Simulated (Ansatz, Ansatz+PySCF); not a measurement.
```tsv
atom	x (Å)	y (Å)	z (Å)
C	0.0000	0.0000	0.0000
C	0.0000	0.0000	1.3400
```

Basis set: cc-pVDZ (spherical functions). Left uncorrelated: 2 orbitals. Charge 0, multiplicity 1.

Computed with Ansatz (development build ahead of 0.2.0); the reference of a correlated method needn't be the lowest determinant of its kind.

(1) Give the atomization energy at this shape (free ground-state atoms in the same class of orbitals less the molecule, no zero-point energy) of singlet C2 by UHF-CCSD(T), UHF-CCSD.

Answers

(1)

```tsv
method	atomization energy
UHF-CCSD(T)	529.7 kJ/mol
UHF-CCSD	488.2 kJ/mol
```

Caution: large amplitudes, a single reference is doubtful; the determinant may break the point group; the program doubts this total; the reference determinant was not shown to be the lowest; the shape is not the minimum; the unrestricted determinant is a mixture of spin states.
